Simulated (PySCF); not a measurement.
PySCF input file for C3H6F2Si, SMILES C1[C@@H]([SiH2]F)[C@H]1F, PBE0-D3(BJ)/def2-SVP. Geometry: PBE0-D3(BJ)/def2-SVP. The structure was generated by enumeration; whether it is a known compound was not checked. The values are those of a single conformer.

```python
import numpy as np
from pyscf import gto, scf, dft, df
from pyscf.hessian import thermo

mol = gto.M(
    atom='''
    F     2.19226236   -0.71967363   -1.03065145
    Si    1.23509977   -0.02910747    0.09298977
    C    -0.49965656   -0.64687036   -0.16884250
    C    -1.50854286    0.21168956   -0.92147225
    C    -1.62737193    0.02563915    0.54060722
    F    -1.31573546    1.08053092    1.34512583
    H     1.76171614   -0.43886250    1.42374921
    H     1.30669124    1.44513709   -0.09118883
    H    -0.58817656   -1.73308576   -0.28852549
    H    -2.23307676   -0.27885308   -1.57665633
    H    -1.17248096    1.19547219   -1.26321785
    H    -2.44138390   -0.57276910    0.96195853
    ''',
    basis='def2-SVP',
    charge=0,
    spin=0,
    max_memory=1600,
    verbose=3,
)
mf = dft.RKS(mol, xc='pbe0').density_fit(auxbasis='def2-universal-jkfit')
mf.disp = 'd3bj'
mf.grids.level = 3
mf.conv_tol = 1e-11
mf.max_cycle = 100
mf.kernel()

# [left out here: the lines that compute and print the analytic Hessian (its translational invariance restored by hand, since the grid's response is missing), thermochemistry and intensities]
```

Output:

```
[...]
       0   F                 0.04 -0.01 -0.03    0.03 -0.01 -0.03   -0.01  0.01  0.01
       1  Si                -0.07  0.00  0.02   -0.03  0.02  0.05   -0.00 -0.03 -0.01
       2   C                -0.02 -0.01 -0.01    0.01  0.02 -0.03    0.08  0.05 -0.06
       3   C                -0.01  0.01 -0.01   -0.01 -0.01  0.00    0.00 -0.08  0.05
       4   C                 0.02 -0.01  0.00   -0.01 -0.02 -0.00   -0.09  0.04 -0.03
       5   F                -0.00  0.01  0.01    0.00  0.01  0.01    0.01 -0.00  0.00
       6   H                 0.51  0.32 -0.10    0.20 -0.50 -0.21    0.03  0.24  0.06
       7   H                 0.58 -0.00  0.18   -0.03 -0.06 -0.60   -0.09  0.00  0.18
       8   H                 0.08 -0.02 -0.01    0.27 -0.02  0.04    0.46 -0.01  0.15
       9   H                 0.02  0.00 -0.05   -0.11  0.12  0.02   -0.21  0.24  0.05
      10   H                 0.06 -0.02 -0.03    0.10 -0.04  0.03    0.10 -0.04  0.27
      11   H                 0.08 -0.06  0.04   -0.06  0.03 -0.04   -0.17  0.10 -0.11
Mode                                15                  16                  17
Irrep
Freq [cm^-1]                     1020.1504           1047.0656           1074.0420
Reduced mass [au]                   1.8259              1.6751              2.3211
Force const [Dyne/A]                1.1196              1.0820              1.5775
Char temp [K]                    1467.7693           1506.4942           1545.3074
Normal mode                   x     y     z       x     y     z       x     y     z
       0   F                -0.00  0.00  0.00    0.00 -0.00 -0.01   -0.00 -0.00 -0.00
       1  Si                 0.01  0.00  0.00   -0.01  0.02  0.01   -0.01  0.00  0.00
       2   C                -0.06  0.08 -0.09    0.02 -0.01 -0.06    0.10 -0.07 -0.01
       3   C                 0.04 -0.00  0.07    0.08 -0.05  0.07   -0.11  0.04  0.10
       4   C                -0.03  0.02  0.09   -0.03  0.10 -0.04   -0.04  0.07 -0.07
       5   F                -0.01 -0.05 -0.05   -0.01 -0.04 -0.02    0.00  0.00  0.01
       6   H                 0.05  0.02 -0.01    0.06 -0.08 -0.05   -0.05 -0.06  0.00
       7   H                -0.04  0.01  0.01    0.13 -0.00 -0.09    0.02 -0.00 -0.04
       8   H                -0.14  0.07  0.11   -0.46 -0.00  0.24    0.04 -0.07 -0.04
       9   H                 0.06 -0.04  0.08   -0.01 -0.07  0.19    0.41 -0.23 -0.27
      10   H                 0.49 -0.30 -0.32   -0.34  0.15  0.24    0.19 -0.12 -0.06
      11   H                 0.06 -0.09  0.11    0.13 -0.05  0.03    0.10 -0.05  0.02
Mode                                18                  19                  20
Irrep
Freq [cm^-1]                     1111.8275           1173.0508           1231.9597
Reduced mass [au]                   1.2401              1.7694              1.6083
Force const [Dyne/A]                0.9032              1.4346              1.4382
Char temp [K]                    1599.6723           1687.7589           1772.5157
Normal mode                   x     y     z       x     y     z       x     y     z
       0   F                -0.00  0.00  0.00   -0.00  0.00  0.00   -0.00  0.00  0.00
       1  Si                 0.00 -0.00 -0.00    0.01 -0.00 -0.01    0.01 -0.00  0.00
       2   C                 0.01 -0.02  0.06    0.01 -0.05 -0.05   -0.03 -0.05 -0.02
       3   C                 0.03 -0.01 -0.02    0.05  0.10 -0.01    0.01  0.03 -0.04
       4   C                -0.07  0.06 -0.05   -0.10 -0.09 -0.01    0.03  0.10  0.08
       5   F                 0.00 -0.00  0.00    0.02  0.05  0.02   -0.03 -0.07 -0.03
       6   H                -0.04 -0.02  0.01   -0.02  0.02  0.01   -0.01 -0.01  0.01
       7   H                -0.02  0.00 -0.01   -0.02 -0.00  0.03   -0.03  0.00 -0.01
       8   H                 0.12  0.02 -0.41    0.20 -0.13  0.49    0.40 -0.11  0.09
       9   H                -0.26  0.18  0.16    0.03 -0.11  0.16    0.11 -0.02 -0.12
      10   H                 0.08 -0.05 -0.08   -0.18  0.09 -0.27   -0.18  0.12 -0.01
      11   H                 0.45 -0.39  0.33    0.05 -0.25  0.08    0.06  0.33  0.47
Mode                                21                  22                  23
Irrep
Freq [cm^-1]                     1312.9223           1397.3584           1482.5581
Reduced mass [au]                   1.7181              1.3155              2.0410
Force const [Dyne/A]                1.7449              1.5134              2.6431
Char temp [K]                    1889.0028           2010.4877           2133.0710
Normal mode                   x     y     z       x     y     z       x     y     z
       0   F                 0.00 -0.00 -0.00    0.00  0.00  0.00   -0.00 -0.00 -0.00
       1  Si                -0.02  0.00 -0.00    0.00 -0.00 -0.00   -0.00  0.00  0.00
       2   C                 0.17  0.00  0.01   -0.04  0.03 -0.00    0.07 -0.04 -0.01
       3   C                -0.01  0.01 -0.05   -0.00  0.02 -0.01   -0.03  0.04 -0.12
       4   C                -0.05 -0.05  0.03    0.01 -0.06 -0.12   -0.04  0.06  0.13
       5   F                -0.00 -0.00  0.00   -0.01  0.01  0.02    0.00 -0.01 -0.02
       6   H                 0.01 -0.01 -0.02   -0.00  0.01 -0.00   -0.01 -0.02 -0.00
       7   H                 0.05 -0.01  0.00   -0.00  0.00  0.02    0.01  0.01 -0.01
       8   H                -0.37  0.05  0.01   -0.00  0.03  0.04   -0.05 -0.03 -0.02
       9   H                -0.17  0.23 -0.05   -0.03 -0.37  0.35   -0.08 -0.34  0.21
      10   H                 0.02 -0.05 -0.22    0.34  0.01  0.33    0.26  0.10  0.33
      11   H                -0.16  0.31  0.38    0.02  0.30  0.40   -0.04 -0.20 -0.21
Mode                                24                  25                  26
Irrep
Freq [cm^-1]                     2262.7604           2271.5807           3149.9436
Reduced mass [au]                   1.0321              1.0502              1.0567
Force const [Dyne/A]                3.1136              3.1929              6.1774
Char temp [K]                    3255.6084           3268.2989           4532.0675
Normal mode                   x     y     z       x     y     z       x     y     z
       0   F                -0.00  0.00  0.00   -0.00  0.00 -0.00    0.00  0.00 -0.00
       1  Si                 0.01  0.00  0.03   -0.00  0.03 -0.02   -0.00 -0.00  0.00
       2   C                -0.00 -0.00  0.00   -0.00  0.00 -0.00   -0.00 -0.00 -0.00
       3   C                -0.00  0.00 -0.00   -0.00 -0.00  0.00    0.02 -0.03  0.05
       4   C                 0.00  0.00  0.00   -0.00  0.00  0.00   -0.00 -0.00 -0.00
       5   F                -0.00 -0.00 -0.00   -0.00 -0.00 -0.00    0.00  0.00 -0.00
       6   H                -0.31  0.25 -0.80    0.14 -0.10  0.35    0.00  0.00 -0.00
       7   H                -0.01 -0.39  0.06   -0.04 -0.89  0.11    0.00  0.00  0.00
       8   H                 0.01 -0.00 -0.00    0.00  0.00 -0.00    0.00  0.04  0.00
       9   H                 0.00 -0.00 -0.00   -0.00 -0.00  0.00   -0.43 -0.30 -0.38
      10   H                -0.00  0.00  0.00    0.01 -0.00  0.00    0.23  0.64 -0.22
      11   H                 0.00 -0.00 -0.00    0.00 -0.00 -0.00    0.04  0.03 -0.02
Mode                                27                  28                  29
Irrep
Freq [cm^-1]                     3168.8655           3194.5958           3251.7776
Reduced mass [au]                   1.0890              1.0940              1.1195
Force const [Dyne/A]                6.4430              6.5782              6.9744
Char temp [K]                    4559.2920           4596.3122           4678.5840
Normal mode                   x     y     z       x     y     z       x     y     z
       0   F                 0.00 -0.00 -0.00   -0.00  0.00  0.00   -0.00  0.00 -0.00
       1  Si                -0.00  0.00 -0.00    0.00 -0.00 -0.00    0.00 -0.00  0.00
       2   C                 0.01  0.08  0.01    0.00 -0.01 -0.00    0.00 -0.00 -0.00
       3   C                -0.00 -0.00  0.00    0.00  0.01 -0.00   -0.06 -0.07 -0.02
       4   C                -0.01 -0.01  0.00   -0.06 -0.04  0.03   -0.00 -0.00  0.00
       5   F                 0.00 -0.00 -0.00    0.00  0.00 -0.00    0.00  0.00  0.00
       6   H                 0.00 -0.00  0.00   -0.00  0.00 -0.00    0.00  0.00 -0.00
       7   H                -0.00 -0.00  0.00   -0.00  0.00  0.00    0.00  0.00  0.00
       8   H                -0.09 -0.93 -0.10    0.01  0.15  0.02    0.00  0.04  0.00
       9   H                 0.00  0.00  0.00   -0.01 -0.00 -0.01    0.46  0.32  0.42
      10   H                 0.02  0.04 -0.01   -0.02 -0.08  0.02    0.19  0.56 -0.20
      11   H                 0.12  0.09 -0.06    0.70  0.51 -0.36    0.04  0.03 -0.03
temperature 298.1500 [K]
pressure 101325.00 [Pa]
Rotational constants [GHz] 6.05165 1.67627 1.44445
Symmetry number 1
Zero-point energy (ZPE) 0.08469 [Eh]   222357.499 [J/mol]
                           tot       elec      trans        rot        vib
Entropy [J/mol/K]       346.425      0.000    167.159    115.002     64.265
Cv [J/mol/K]             99.235      0.000     12.472     12.472     74.292
Cp [J/mol/K]            107.550      0.000     20.786     12.472     74.292
Internal energy [J/mol]                      3718.434   3718.434 232707.935
Internal energy [Eh]   -606.26019  -606.35166
Enthalpy [J/mol]                             6197.391   3718.434 232707.935
Enthalpy [Eh]          -606.25925
Gibbs free energy [J/mol]                  -43640.975 -30569.277 213547.418
Gibbs free energy [Eh] -606.29859
static polarisability / bohr^3: [[56.434 -0.435  3.357]
 [-0.436 48.013 -1.384]
 [ 3.356 -1.384 48.197]]
largest difference of analytic and finite-field dipole derivatives / e: 0.0005667186798892221
mode   freq/cm-1   IR/(km/mol)   Raman/(A^4/amu)   depolarisation
   1       58.92         1.937             0.184            0.704
   2      115.41         4.043             0.101            0.219
   3      194.34         0.691             0.835            0.411
   4      252.25         6.346             0.804            0.741
   5      423.51         4.705             0.756            0.618
   6      503.71         2.690             6.425            0.355
   7      624.52        49.405             5.225            0.572
   8      702.46        42.045             4.604            0.226
   9      750.46        22.449            17.036            0.750
  10      812.03         8.580             9.430            0.665
  11      840.28        18.163             4.199            0.576
  12      869.44        31.685             3.242            0.728
  13      931.95       254.634            10.653            0.608
  14      957.54        97.458            11.072            0.668
  15      988.00        21.452             6.714            0.708
  16     1020.15        23.993             5.021            0.491
  17     1047.07        95.247             6.423            0.373
  18     1074.04        25.107             1.722            0.647
  19     1111.83         0.721             0.451            0.488
  20     1173.05        13.937             4.646            0.275
  21     1231.96        41.491             9.150            0.349
  22     1312.92        33.363             6.403            0.512
  23     1397.36        27.613             8.499            0.428
  24     1482.56        52.724             5.353            0.344
  25     2262.76       101.312           176.545            0.113
  26     2271.58       119.787            64.709            0.516
  27     3149.94         3.073           100.357            0.116
  28     3168.87         1.403            81.441            0.378
  29     3194.60        10.822           136.540            0.203
  30     3251.78         0.986            68.405            0.638
max |gradient| / (hartree/bohr): 0.0001760720844003966
APT charges: [-0.6461  1.536  -0.4904 -0.0608  0.6187 -0.4892 -0.2841 -0.2721  0.0294
  0.0214  0.0442 -0.007 ]
```

The calculation finished and met its thresholds.

Cost: about 9 core-minutes (a rough figure).
